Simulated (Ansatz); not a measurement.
The same path of CH$_{6}$OSiTe (10 atoms, charge 0, multiplicity 1) was run 3 times with different band settings. Lost on the way: Si3–H8. Made: O4–H8.

These are results of Ansatz, UKS revPBE-D4/def2-SVP, not measurements.

Relaxed end points:

```xyz
10
Properties=species:S:1:pos:R:3
C -1.242 0.510 -1.274
Te -1.724 0.005 0.810
Si 0.663 -0.625 1.232
O 1.649 0.645 0.695
H -1.164 -0.412 -1.878
H -0.289 1.069 -1.265
H -2.058 1.152 -1.652
H 1.070 -1.875 0.486
H 0.789 -0.864 2.712
H 2.389 0.344 0.138
```

```xyz
10
Properties=species:S:1:pos:R:3
C -1.382 0.552 -1.354
Te -1.116 0.605 0.830
Si 0.331 -1.511 0.968
O 2.123 -0.252 1.015
H -0.943 -0.393 -1.727
H -0.878 1.423 -1.811
H -2.465 0.581 -1.575
H 1.615 0.602 1.050
H 0.319 -1.386 2.506
H 2.480 -0.271 0.102
```

Common settings: movable images 5; climbing image yes; spring 5.0 eV/Å²; start path through a guess of the saddle point; force threshold 0.03 eV/Å; iteration limit 60; end points relaxed.

| run | optimiser | largest step |
| --- | --- | --- |
| 1 | quadratic models (default) | default |
| 2 | fire | default |
| 3 | lbfgs | 0.5 Å |

Problem. What does each run give, and how far can it be trusted?

Solution. Run 1: converged after 24 iterations, highest image 2.645 eV above the first end. Neighbouring images differ by up to 2.4 eV, so the band resolves the path poorly. A vibrational analysis at the climbing image gives one clearly imaginary mode, 1280i cm⁻¹: a first-order saddle point.
Run 2: not converged after 60 iterations, highest image 2.673 eV above the first end. The band didn't meet its force threshold, so its energies are provisional: the largest band force was still 0.16 eV/Å, and over the last iterations the top stayed at 2.67 eV.
Run 3: not converged after 60 iterations, highest image 2.254 eV above the first end. The band didn't meet its force threshold, so its energies are provisional: the largest band force was still 1.67 eV/Å, and over the last iterations the top moved between 1.93 and 2.25 eV.
The orbitals stay closed-shell, which can raise the energy where a bond breaks towards radicals; this wasn't checked here.
